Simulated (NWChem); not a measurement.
**Correlation energy of C2H5S**

```xyz
8

C     -1.6864     0.1477     0.0861
C     -0.3891    -0.5151     0.3730
S      1.1339     0.0870    -0.1977
H     -1.9934     0.0428    -0.9740
H     -2.4890    -0.2847     0.7026
H     -1.6497     1.2305     0.2990
H     -0.3504    -1.5708     0.6546
H      0.7924     1.3940    -0.2734
```
Charge 0, spin multiplicity 2.

Program: NWChem. Structure: optimised with UPBE0/def2-SVP, a minimum by its harmonic frequencies. It is one conformer; others weren't searched.

Basis set: cc-pVDZ. Each correlation energy counts from its own Hartree-Fock reference.

The correlated methods keep 7 core orbitals frozen. The structure started from a generated list of species. No SCF solution was tested for a lower state. Open-shell Hartree-Fock references start from PBE0 orbitals. No row is a measurement; the coupled-cluster row has its own basis-set and correlation limits.

```
method           correlation energy (mHa)
---------------  ------------------------
URI-MP2                            -399.1
UMP2                               -399.2
SCS-UMP2                           -398.0
CCSD on ROHF                       -452.1
CCSD[T] on ROHF                       [?]
CCSD(T) on ROHF                    -465.3
CCSD on UHF                           [?]
CCSD[T] on UHF                     -460.3
CCSD(T) on UHF                     -459.8
```

Problem. Fill in the missing entries.

Solution. 
- CCSD[T] on ROHF, correlation energy (mHa): -465.9
- CCSD on UHF, correlation energy (mHa): -447.0
